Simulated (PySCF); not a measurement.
# Reading the logs of faulty runs: AlBGeH5N

Calculated results; nothing here was measured. The program is PySCF 2.14.0, an open-source quantum chemistry code, run on an isolated molecule that a program drew, which may never have been made. The molecule is AlBGeH5N (charge 0, singlet), drawn as the SMILES string `[NH2][AlH][BH][GeH]`.

Each row is a Hartree-Fock (HF) and frozen-core CCSD(T) single point in the cc-pV(D+d)Z basis, meant for a local HF minimum. Run 1 is clean. Each other run has one planted mistake out of seven kinds, and not every kind appears here: one electron removed, one electron added, multiplicity raised by two, geometry at a saddle point, minimal basis STO-3G, one bond length entered in bohr, all coordinates scaled. The reference is restricted for singlets and unrestricted otherwise, and also for a bond in bohr. Adding or removing an electron swaps singlet and doublet. Electrons count all cores. HOMO and LUMO are orbital energies over both spins, the gradient is its largest component, and the lowest frequency (negative if imaginary) is given only where the gradient is small. Bond lengths are over the 8 bonds as drawn. T1 is the CCSD diagnostic: over 0.02 (restricted) or 0.045 (unrestricted) a single reference is doubtful. Germanium has the cc-pVDZ-PP basis, with a core potential (ECP10MDF) in place of its 10 inner electrons, and its 3s, 3p and 3d shells are frozen in CCSD(T).

Geometry of the clean run:
```xyz
9
AlBGeH5N, angstrom
N     1.1994   -1.7860   -1.6749
Al    1.0956   -0.1590   -0.9904
B     0.9073    0.1250    1.1352
Ge    2.4527    0.1050    2.4963
H     1.1726   -2.6458   -1.1592
H     1.2703   -1.9895   -2.6550
H     1.1725    1.0514   -2.0118
H    -0.1986    0.3264    1.5805
H     2.2139   -1.4604    2.6573
```

| run | electrons | basis functions | <S^2> | HOMO (eV) | LUMO (eV) | gradient (hartree/bohr) | lowest frequency (cm^-1) | mean bond (Å) | longest bond (Å) | T1 | HF (hartree) | CCSD(T) (hartree) | mistake |
|---|---|---|---|---|---|---|---|---|---|---|---|---|---|
| 1 | 62 | 99 | 0.000 | -8.29 | 0.61 | 2.8e-05 | 42 | 1.5466 | 2.153 | 0.0202 | -617.31285 | -617.77447 | no fault |
| 2 | 62 | 99 | 2.041 | -7.23 | -0.06 | 1.8e-02 | - | 1.5466 | 2.153 | 0.0221 | -617.27805 | -617.72144 | multiplicity raised by two |
| 3 | 62 | 99 | 1.215 | -6.68 | 0.73 | 2.0e-02 | - | 1.7433 | 3.341 | 0.0447 | -617.18448 | -617.61350 | one bond length entered in bohr |
| 4 | 62 | 99 | 0.000 | -8.23 | 0.85 | 8.9e-02 | - | 1.4337 | 1.996 | 0.0214 | -617.26692 | -617.72404 | all coordinates scaled |
| 5 | 63 | 99 | 0.765 | -0.84 | 5.99 | 2.3e-02 | - | 1.5466 | 2.153 | 0.0249 | -617.31618 | -617.79048 | one electron added |
| 6 | 61 | 99 | 0.803 | -14.49 | -6.33 | 3.4e-02 | - | 1.5466 | 2.153 | 0.0274 | -617.04530 | -617.48252 | ? |

**Which mistake was planted in run 6, and what did it cost?**

It counts 61 electrons, one fewer than the clean run, at the same geometry and basis. So the mistake is: one electron removed. Subtracting run 1 and multiplying by 627.51 kcal/mol a hartree, the energy moved by 167.9 kcal/mol in HF and 183.2 kcal/mol in CCSD(T).

Cautions from the logs. Run 1: T1 is over the limit, so its CCSD(T) energy is less reliable; run 4: T1 is over the limit, so its CCSD(T) energy is less reliable.
